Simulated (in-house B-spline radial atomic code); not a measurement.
# As VII (As6+): [Ar] 3d9

Method: non-relativistic BLYP, spin-polarised, spherical fractional occupations, point nucleus. Calculated with a radial B-spline atomic code at the basis-set limit.

Screening seen three ways: the hydrogenic charge with the same mean radius, Z_r = [3n² - l(l+1)]/(2<r>), the one with the same energy, Z_e = n√(-2ε), and Slater's rules. Values are occupation-weighted means over spin.

| shell | electrons | ε (eV) | <r> (bohr) | Z_r | Z_e | Slater |
| --- | --- | --- | --- | --- | --- | --- |
| 1s | 2 | -11644 | 0.04638 | 32.34 | 29.25 | 32.70 |
| 2s | 2 | -1548.1 | 0.2067 | 29.03 | 21.33 | 28.85 |
| 2p | 6 | -1395.4 | 0.1787 | 27.97 | 20.25 | 28.85 |
| 3s | 2 | -280.11 | 0.6022 | 22.42 | 13.61 | 21.75 |
| 3p | 6 | -228.31 | 0.6108 | 20.46 | 12.29 | 21.75 |
| 3d | 9 | -137.13 | 0.6326 | 16.60 | 9.52 | 12.20 |

The least bound orbital is 3d down at -136.3 eV, and it is also the most diffuse (<r> = 0.634 bohr).
